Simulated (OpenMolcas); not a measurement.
## Cl II: CASPT2 settings compared

```yaml
Program: OpenMolcas 26.06
Basis: ANO-R1 [4s3p1d]
Scalar_Hamiltonian: X2C, finite nucleus
Active_space: 6 electrons in 4 orbitals (3s 3p)
State_averaging: 2S+1 = 3 even, 3 roots; 2S+1 = 1 even, 6 roots kept (CI in the orbitals of an earlier block)
Spin-orbit_coupling: state interaction with AMFI integrals over the reference wave functions, term energies averaged over their components
```

Methods on the same reference wave functions:
A. CASSCF
B. SS-CASPT2, IPEA 0.5 Eh, sigma1 regulariser 0.15 Eh (closed shells correlated: 2s 2p)
C. SS-CASPT2, IPEA 0.3 Eh, no level shift (closed shells correlated: 2s 2p)

Energies in cm⁻¹ above 3s² 3p⁴ ³P₂, the measured ground level; measured values from NIST Handbook of Basic Atomic Spectroscopic Data.

| Level | A | B | C | Measured |
| --- | --- | --- | --- | --- |
| 3s² 3p⁴ ³P₂ | 0.0 | 0.0 | 0.0 | 0.0 |
| 3s² 3p⁴ ³P₁ | 666 | 668 | 668 | 696 |
| 3s² 3p⁴ ³P₀ | 960 | 963 | 963 | 996 |
| 3s² 3p⁴ ¹D₂ | 14383 | 12750 | 12940 | 11654 |
| 3s² 3p⁴ ¹S₀ | 26600 | 27830 | 28130 | 27878 |

Deviations, from unrounded energies. A percentage is the sum of absolute deviations over the sum of measured energies, with the sign that they share, or ± where signs differ.

```json
{"Against measurement": "mean absolute deviation (cm-1)", "Levels": "4", "A": "1000", "B": "300", "C": "400"}
{"Against measurement": "fine structure of the ground term (%)", "Levels": "2", "A": "-3.9", "B": "-3.6", "C": "-3.6"}
{"Against measurement": "other terms of the ground configuration (%)", "Levels": "2", "A": "±10.1", "B": "±2.9", "C": "+3.9"}
```

B lies closest to measurement on these levels and A furthest from it. The largest miss of B in the table is 3s² 3p⁴ ¹D₂, by +1100 cm-1. The ranking rests on the paired levels alone, and a cruder setting can come out closer through cancelling errors.

Between B and C the level of the table that moves most is 3s² 3p⁴ ¹S₀, by 300 cm-1 (lowest in B, highest in C). Moves below CASPT2's spread within the term are not significant.

The mean deviations of B to C differ by less than CASPT2's widest spread within a term (230 cm-1), so their order carries little weight.

From A to B the spin-free energies of the other terms of 3s² 3p⁴ shown, above ³P, scale by factors of 0.88 to 1.05.

The lowest spin-free term lies below A's lowest term by 0.098 hartree in B, 0.103 hartree in C.

Term energies are means over components that CASPT2 splits; among the terms shown or strongly mixed into the levels shown the widest spread is 230 cm-1 (3s² 3p⁴ ¹D, B). Terms from blocks run as CI alone lack orbitals of their own. Without dynamic correlation excited terms often stand tens of per cent too high (terms of higher spin than the ground term too low), and those without a measured partner can miss by more than the paired ones (holds for A). Measured partners are found by configuration, term and J. A level has none where our copy of the source lacks it or the pairing is in doubt (some pairs that miss far off the trend of their configuration count as doubtful), and it then counts in no deviation. Only configurations of the active space appear.
